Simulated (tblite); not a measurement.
Compound: C₅H₅N₃S (charge +1 and doublet state).
SMILES with atom numbers: `[N:1]#[C:2][c:3]1[cH:4][n:5][s:6][c:7]1[CH2:8][NH2+:9]` (hydrogens: H10 on C4; H11, H12 on C8; H13, H14 on N9)

Geometry (GFN2-xTB, Å), atoms numbered from 1 in this order:
```
atom  x, y, z in Å
N1    -0.0207    2.8543    0.0286
C2    -0.4714    1.8022   -0.0037
C3    -0.9764    0.4879   -0.0479
C4    -2.3527    0.1624   -0.0801
N5    -2.5978   -1.1213   -0.0925
S6    -1.2961   -2.0427   -0.1410
C7    -0.2041   -0.6683   -0.1070
C8     1.2600   -0.8561   -0.1080
N9     2.0378    0.1861    0.4222
H10   -3.1652    0.8689   -0.0913
H11    1.5053   -1.7953    0.4219
H12    1.5675   -1.0840   -1.1550
H13    1.6727    1.1248    0.4946
H14    3.0405    0.0808    0.4370
```

Calculated harmonic vibrations of the isolated species, GFN2-xTB (tblite), most abundant isotopes, no scaling. The method is semi-empirical: single wavenumbers can be off by several per cent or more. One conformer, not necessarily the lowest. Open shells enter through the occupations alone, without spin polarisation, and single modes of such species can be off by tens of per cent.

Harmonic wavenumbers (cm⁻¹): 49.1, 122.9, 133.3, 192.1, 216.3, 256.7, 344.3, 406.3, 421.0, 451.2, 470.1, 500.3, 583.8, 608.6, 733.2, 787.4, 818.9, 836.4, 897.6, 1005.8, 1076.8, 1120.3, 1131.0, 1189.3, 1271.9, 1313.1, 1338.1, 1365.4, 1423.3, 1472.5, 2364.5, 2690.3, 2828.1, 3122.7, 3409.2, 3479.5.

A = 2187, B = 1294, C = 822.5 MHz; mass 139.020 u (most abundant isotopes); point group C1, symmetry number 1; spin multiplicity 2.

Q: Zero-point energy?

A: ½Σν̃ = 20216 cm⁻¹ = 57.80 kcal/mol.

Q: Entropy at 273.15 K, 1 bar (ideal gas, RRHO, classical rotation)?

A: Translation 40.29, rotation 29.05, vibration 21.98, spin (R ln 2) 1.38: S = 92.7 cal/(mol K).

Q: And Cp and H(273.15 K) − H(0)?

A: Cp = 32.91 cal/(mol K), of which vibrations give 24.96 (their classical limit is 36 R = 71.5); H(273.15 K) − H(0) = 5.51 kcal/mol without the zero-point energy, 3.34 from vibrations.

Q: Blend soft modes into free rotors: weight 1/[1 + (100 cm⁻¹/ν̃)⁴] for the oscillator and the rest for a rotor with moment μB/(μ + B), μ = h/(8π²ν), B = 10⁻⁴⁴ kg m². What vibrational entropy results?

A: 20.71 cal/(mol K) in place of 21.98, which changes −T·S at 273.15 K by +0.35 kcal/mol.

Q: How do the functions run with temperature in this model?

A: 
```tsv
T (K)	S (cal/(mol K))	Cp (cal/(mol K))	H − H(0) (kcal/mol)	G − H(0) (kcal/mol)	ln q(vib)
150	76.6	21.7	2.13	-9.35	2.19
250	89.9	30.9	4.78	-17.69	4.38
298.15	95.7	35.0	6.36	-22.16	5.46
400	107.0	42.4	10.32	-32.49	7.76
600	126.3	52.8	19.92	-55.89	12.14
900	149.7	61.9	37.26	-97.43	18.12
```

q(vib) and H(0) count from the zero-point level.

Hindered rotation and anharmonicity are outside this model. Other conformers, if any are populated, would add a mixing term that is left out. The structure is chiral; the term R ln 2 for an equal mix with its mirror image is left out.
